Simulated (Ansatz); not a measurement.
`[AlH2]/[N]=C\[SiH3]` + H–F → `[F][AlH2]` + `N=C[SiH3]`  (ligand exchange at the Al–N bond)

Isolated molecules relaxed with PBE0-D4/def2-TZVP in Ansatz; ΔE leaves out vibrations. CBS: MP2 limit from def2 TZ/QZ plus the TZ coupled-cluster correction, frozen cores. This one scheme is used for every species. Functionals use def2-TZVPP. One conformer a species, not always the lowest.

`[AlH2]/[N]=C\[SiH3]`:

Cartesian coordinates in Å:
```
Al -0.275 -0.196 2.435
N -0.460 0.300 0.766
C -0.545 0.610 -0.441
Si 0.537 -0.180 -1.792
H 0.766 0.610 3.308
H -1.175 -1.395 2.930
H -1.275 1.378 -0.761
H -0.336 -0.838 -2.802
H 1.320 0.881 -2.482
H 1.442 -1.170 -1.160
```

H–F:

Cartesian coordinates in Å:
```
F -0.092 -0.192 0.408
H 0.092 0.192 -0.408
```

`[F][AlH2]`:

Cartesian coordinates in Å:
```
F -1.427 0.370 -0.609
Al 0.049 -0.013 0.021
H 1.059 -0.761 -0.929
H 0.318 0.404 1.517
```

`N=C[SiH3]`:

Cartesian coordinates in Å:
```
N -0.527 -0.019 1.629
C -0.089 -0.547 0.561
Si 0.221 0.532 -0.958
H -0.650 -0.715 2.369
H 0.118 -1.627 0.487
H -0.608 0.028 -2.086
H 1.651 0.408 -1.353
H -0.116 1.940 -0.649
```

**Question.** Is it downhill or uphill in electronic energy at CCSD(T)/CBS, and by how much? (Estimate.)

**Answer.** Computed: Downhill: ΔE = -25.4 kcal/mol.

**Question.** What do these levels give: LDA (SPW92), PBE0-D4, CCSD(T)/def2-SVP, HF/def2-TZVPP, MP2/def2-QZVPP, SCS-MP2/def2-QZVPP? (Best estimate.)

**Answer.** Ansatz gave: LDA (SPW92) -20.8, PBE0-D4 -23.3, CCSD(T)/def2-SVP -26.5, HF/def2-TZVPP -28.9, MP2/def2-QZVPP -25.2, SCS-MP2/def2-QZVPP -26.4 kcal/mol.

Largest T1 diagnostic among the species: 0.015.

At CCSD(T), def2-SVP lies −1.0 kcal/mol from the extrapolated value and def2-TZVPP −0.0 kcal/mol. Leaving LDA and LC-ωPBE aside and taking each functional with its dispersion term where it has one, the values, not all of them listed here, spread over 4.1 kcal/mol, from ωB97X-V to revPBE-D4. LDA lies +2.7 kcal/mol from PBE without D4. In def2-TZVPP, CCSD(T) changes the Hartree–Fock value by +3.5 kcal/mol (the triples alone add +0.8 kcal/mol) and MP2 by +3.9 kcal/mol.
